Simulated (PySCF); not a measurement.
## UHF on Be (beryllium, neutral)

Configuration: [He] 2s1 3d1, high-spin 3D determinant (an excited configuration). Computed with PySCF 2.14 in aug-cc-pVTZ, with the non-relativistic Hamiltonian (point nucleus).

```
Total energy                                                  : -14.288855 hartree
One-electron energy                                           : -18.2144 hartree
Hartree (Coulomb) energy                                      : 6.5255 hartree
Exchange energy                                               : -2.5999 hartree
Kinetic energy                                                : 14.45012 hartree
⟨S²⟩                                                          : 2.0000
⟨L²⟩                                                          : 6.000
Sum of ⟨r⟩                                                    : 8.459 bohr
Sum of ⟨r²⟩                                                   : 37.05 bohr²
Traceless quadrupole moment −½Σ⟨3z² − r²⟩ along its main axis : 8.59 e·bohr²
Density at the nucleus (Gaussians lack the cusp)              : 34.1 bohr⁻³
Spin density at the nucleus                                   : 0.873 bohr⁻³
Langevin diamagnetic susceptibility                           : -29.3 ×10⁻⁶ cm³/mol
```

```json
{"shell": "1s α", "electrons": "1", "mean orbital energy (hartree)": "-4.95997", "rms radius, mean of both spins (bohr)": "0.482"}
{"shell": "1s β", "electrons": "1", "mean orbital energy (hartree)": "-4.92225", "rms radius, mean of both spins (bohr)": "0.482"}
{"shell": "2s α", "electrons": "1", "mean orbital energy (hartree)": "-0.46895", "rms radius, mean of both spins (bohr)": "2.54"}
{"shell": "3d α", "electrons": "1", "mean orbital energy (hartree)": "-0.01211", "rms radius, mean of both spins (bohr)": "5.49"}
```

The outer electron is Rydberg-like, and this basis confines it to a smaller radius and binds it less than a complete one would.

Spin-orbit constants ζ (cm⁻¹) from the X2C one-electron operator on these orbitals (non-relativistic here): bare nucleus, nucleus screened by l(l+1)(2l+1)/3 electrons, and screened by the Breit-Pauli mean field of the electrons.

```
shell    bare  screened nucleus  mean field
   3d  0.3192           0.07981     0.06108
```

To first order the Landé constant is A = 0.03054 cm⁻¹, so the lowest level has J = 1 and lies 1.14e-05 eV below the centre of the term. This holds in LS coupling only.
